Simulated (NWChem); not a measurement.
System: AuH2OBr; SMILES [Au](<-[OH2])[Br]

Input file for NWChem:

```
start job
memory heap 200 mb stack 900 mb global 1100 mb
geometry units angstroms noautosym nocenter noautoz
  Au    -0.031529     0.533244     0.000000
  Br     0.018848    -1.823543     0.000000
  O     -0.078519     2.715722     0.000000
  H      0.364937     3.091134     0.771879
  H      0.364937     3.091134    -0.771879
end
basis spherical
  Au library def2-svpd
  Br library def2-svpd
  O library def2-svpd
  H library def2-svpd
end
ecp
  Au library def2-ecp
end
dft
  xc b3lyp
  iterations 150
end
property
  response 1 0.0
end
task dft property
```

Geometry: optimised at PBE0/def2-SVP. def2 effective core potentials on Au; no spin-orbit coupling.

Static field.

**Question.** Give the results of this calculation. (B3LYP/def2-SVPD with def2 effective core potentials on Au.) Quantities: isotropic polarisability (bohr³); anisotropy (bohr³).

**Answer.** 
```yaml
isotropic polarisability (bohr³): 63.8
anisotropy (bohr³): 38.6
```
